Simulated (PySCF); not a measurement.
CH₄MgS. Atoms are numbered in the order given.

```xyz
7

Mg    -0.2819     0.2954     1.5807
H     -0.9737     0.8493     3.0201
S      0.6242    -0.4358    -0.3955
C     -0.5490     0.2426    -1.6503
H     -0.9734    -0.5854    -2.2145
H      0.0028     0.8908    -2.3281
H     -1.3662     0.8168    -1.2154
```
Charge 0, spin multiplicity 1.

Coordinates come from a B3LYP-D3(BJ)/def2-TZVP optimisation. The geometry has at least one imaginary mode, so it is a saddle point at that level.

Method: TDDFT-CAM-B3LYP/def2-SVPD run with PySCF.

Vertical excitations. Gas-phase values at a fixed geometry.

Question: List the lowest excited states. (An estimate is asked for; the answer gives what the named calculation found.)

Answer: 
| state | energy (eV) | λ (nm) | f | main pairs |
|---|---|---|---|---|
| S1 | 4.53 | 274 | 0.001 | HOMO→LUMO 89 % |
| S2 | 4.65 | 267 | 0.042 | HOMO→LUMO+1 96 % |
| S3 | 5.24 | 237 | 0.001 | HOMO−1→LUMO 47 %, HOMO→LUMO+2 39 % |
| S4 | 5.34 | 232 | 0.011 | HOMO−1→LUMO 43 %, HOMO→LUMO+2 31 %, HOMO−1→LUMO+1 19 % |
| S5 | 5.78 | 215 | 0.008 | HOMO−1→LUMO+2 90 % |
| S6 | 5.84 | 212 | 0.312 | HOMO−1→LUMO+1 68 %, HOMO→LUMO+2 23 % |
| S7 | 6.46 | 192 | 0.000 | HOMO→LUMO+4 58 %, HOMO→LUMO+7 11 %, HOMO→LUMO+5 9 % |
| S8 | 6.66 | 186 | 0.084 | HOMO−2→LUMO 82 % |
| S9 | 6.80 | 182 | 0.016 | HOMO→LUMO+7 61 %, HOMO→LUMO+3 16 %, HOMO→LUMO+4 12 % |
| S10 | 7.15 | 173 | 0.133 | HOMO−2→LUMO+2 72 % |
| T1 | 4.30 | 288 | 0 | HOMO→LUMO 52 %, HOMO→LUMO+1 30 %, HOMO→LUMO+4 10 % |
| T2 | 4.38 | 283 | 0 | HOMO→LUMO+1 63 %, HOMO→LUMO 29 % |
| T3 | 4.80 | 259 | 0 | HOMO−1→LUMO+1 50 %, HOMO→LUMO+2 29 %, HOMO−1→LUMO 8 % |
| T4 | 4.93 | 251 | 0 | HOMO→LUMO+2 51 %, HOMO−1→LUMO+1 33 % |
Triplets are in the Tamm–Dancoff approximation, which puts them higher than full response would, so one can lie above its singlet here.
